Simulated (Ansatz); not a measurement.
`[BH2][GeH2][CH3]`, relaxed with RKS PBE-D4/def2-SVP in Ansatz 0.2.0 from a rough embedded geometry. The force threshold is 0.03 eV/Å; the program also tests the step.

The species carries charge 0 and has multiplicity 1.

Start:

```xyz
10

B     0.602    1.683   -0.120
Ge    0.060   -0.117   -0.745
C    -0.475   -1.126    0.807
H     0.548    1.983    0.967
H     1.017    2.516   -0.943
H     1.237   -0.836   -1.467
H    -1.155    0.003   -1.741
H     0.315   -1.251    1.484
H    -0.812   -2.198    0.456
H    -1.336   -0.657    1.302
```

Problem. How much energy does the relaxation release, and in how many steps? (Estimate.)

Solution. Computed: 35.52 kJ/mol, in 4 steps.

Problem. Which bonds change most? (An estimate is asked.)

Solution. The calculation gave: B1–H4 from 1.129 to 1.218 Å; B1–Ge2 from 1.981 to 2.063 Å; C3–H9 from 1.177 to 1.107 Å; C3–H8 from 1.048 to 1.108 Å.

Problem. Give the relaxed structure. (Estimate.)

Solution. Ansatz gave: 
```xyz
10

B     0.648    1.800   -0.176
Ge    0.053   -0.105   -0.696
C    -0.527   -1.248    0.806
H     0.603    2.198    0.974
H     1.054    2.569   -1.027
H     1.208   -0.820   -1.465
H    -1.117    0.007   -1.725
H     0.300   -1.375    1.531
H    -0.839   -2.247    0.446
H    -1.383   -0.779    1.331
```
